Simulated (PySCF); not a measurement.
## Solvent effects on NMR parameters

Molfile (atoms numbered from 1):
```
C3H11BSi2
     RDKit          3D

 17 17  0  0  0  0  0  0  0  0999 V2000
    2.2889    0.3713   -0.3357 B   0  0  0  0  0  0  0  0  0  0  0  0
    1.0006    0.1922    0.4599 C   0  0  2  0  0  0  0  0  0  0  0  0
    0.2790   -1.1545    0.5566 C   0  0  0  0  0  0  0  0  0  0  0  0
   -1.2205   -1.0223    0.8618 C   0  0  0  0  0  0  0  0  0  0  0  0
   -1.9823    0.1356   -0.4373 Si  0  0  0  0  0  4  0  0  0  0  0  0
   -0.0068    1.3608   -0.7526 Si  0  0  0  0  0  4  0  0  0  0  0  0
    2.9646    1.3669   -0.1896 H   0  0  0  0  0  0  0  0  0  0  0  0
    2.5986   -0.4294   -1.1916 H   0  0  0  0  0  0  0  0  0  0  0  0
    0.9495    0.7694    1.3998 H   0  0  0  0  0  0  0  0  0  0  0  0
    0.7704   -1.7651    1.3338 H   0  0  0  0  0  0  0  0  0  0  0  0
    0.4221   -1.7074   -0.3885 H   0  0  0  0  0  0  0  0  0  0  0  0
   -1.3629   -0.5600    1.8545 H   0  0  0  0  0  0  0  0  0  0  0  0
   -1.7200   -2.0037    0.8937 H   0  0  0  0  0  0  0  0  0  0  0  0
   -2.3852   -0.5982   -1.6771 H   0  0  0  0  0  0  0  0  0  0  0  0
   -3.1458    0.9313    0.0597 H   0  0  0  0  0  0  0  0  0  0  0  0
    0.5241    1.3160   -2.1521 H   0  0  0  0  0  0  0  0  0  0  0  0
    0.0190    2.7746   -0.2775 H   0  0  0  0  0  0  0  0  0  0  0  0
  1  2  1  0
  2  3  1  0
  3  4  1  0
  4  5  1  0
  5  6  1  0
  6  2  1  0
  1  7  1  0
  1  8  1  0
  2  9  1  1
  3 10  1  0
  3 11  1  0
  4 12  1  0
  4 13  1  0
  5 14  1  0
  5 15  1  0
  6 16  1  0
  6 17  1  0
M  END
```

GIAO PBE0/pcSseg-1 in PySCF 2.14.0 with density-fitted response routines on one PBE0-D3(BJ)/def2-SVP conformer, non-relativistic, equivalent nuclei averaged. Solvents enter as an IEF-PCM continuum (chloroform with ε = 4.7, acetone with ε = 20.5) around the gas-phase geometry. Shifts are referred to BF3·OEt2, TMS computed in the same medium.

Gas phase, δ in ppm: B1 58.9, C2 54.4, C3 34.7, C4 17.1, Si5 -61.0, Si6 -93.3, H7/H8 6.24, H15 4.04, H14 3.75, H16 3.30, H17 3.30, H9 2.97, H10 2.68, H13 1.49. Dipole moment 1.68 D.

(1) How does each δ change in the continuum?

(2) Which of the listed nuclei move most (in ppm), and what does the model miss?

Answers

(1) 
```csv
atoms,environment,"Δδ, chloroform","Δδ, acetone"
B1,"boron bonded to C, 2 H",-0.5,-0.7
C2,sp3 CH bonded to B and Si,+1.8,+2.5
C3,sp3 CH2 in a ring,+0.5,+0.8
C4,sp3 CH2 bonded to Si,+0.5,+0.7
Si5,"silicon bonded to C, Si, 2 H, in a 5-membered ring",+1.5,+2.0
Si6,"silicon bonded to C, Si, 2 H, in a 5-membered ring",-1.3,-1.8
H7/H8,hydrogen on a boron bonded to C,-0.14,-0.18
H15,"hydrogen on a silicon bonded to C, Si, in a 5-membered ring",-0.02,-0.02
H14,"hydrogen on a silicon bonded to C, Si, in a 5-membered ring",-0.04,-0.06
H16,"hydrogen on a silicon bonded to C, Si, in a 5-membered ring",-0.07,-0.10
H17,"hydrogen on a silicon bonded to C, Si, in a 5-membered ring",-0.05,-0.06
H9,hydrogen on an sp3 CH bonded to B and Si,+0.17,+0.24
H10,hydrogen on an sp3 CH2 in a ring,+0.02,+0.03
H13,hydrogen on an sp3 CH2 bonded to Si,+0.07,+0.08
```

Changes are relative to the gas phase. The dipole moment becomes 2.10 D in chloroform, 2.26 D in acetone.

(2) C2 (sp3 CH bonded to B and Si, +2.5 ppm) in acetone. A continuum only polarises the solute; specific hydrogen bonds, the anisotropy of aromatic solvents and changes of geometry or conformer are outside it.
